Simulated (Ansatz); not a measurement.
`N[SiH2][AlH][SeH]` + `C[SiH2]O` → `C[SiH2]O[SiH2]N` + `[AlH2][SeH]`  (cleavage of the Si–Al bond)

Isolated molecules relaxed with PBE0-D4/def2-TZVP in Ansatz; ΔE leaves out vibrations. CCSD(T)/CBS adds triple-zeta CCSD(T) − MP2 to the extrapolated MP2 energy (def2 sets, frozen cores). This one scheme is used for every species. Functionals use def2-TZVPP. For Se outer-core shells are correlated without core-valence functions, which leaves a few kJ/mol of doubt a bond. Scalar relativity is left out up to krypton. Each species was taken in one conformer, which may not be the lowest.

```tsv
level	ΔE (kJ/mol)
r2SCAN-D4	-130.4
SCS-MP2/def2-TZVPP	-147.1
HF/CBS(def2)	-165.7
MP2/CBS(def2)	-143.6
```

**Question.** What does CCSD(T)/CBS give? (Best estimate.)

**Answer.** Ansatz gave: -136.1 kJ/mol. The listed levels differ from it by 5.7, -11.0, -29.6, -7.5 kJ/mol.

Largest T1 diagnostic among the species: 0.011.

In def2-TZVPP, CCSD(T) changes the Hartree–Fock value by +26.4 kJ/mol (the triples alone add +3.8 kJ/mol) and MP2 by +18.9 kJ/mol. From PBE to PBE0 (25 % exact exchange), in def2-TZVPP and without D4, ΔE moves by −10.5 kJ/mol.
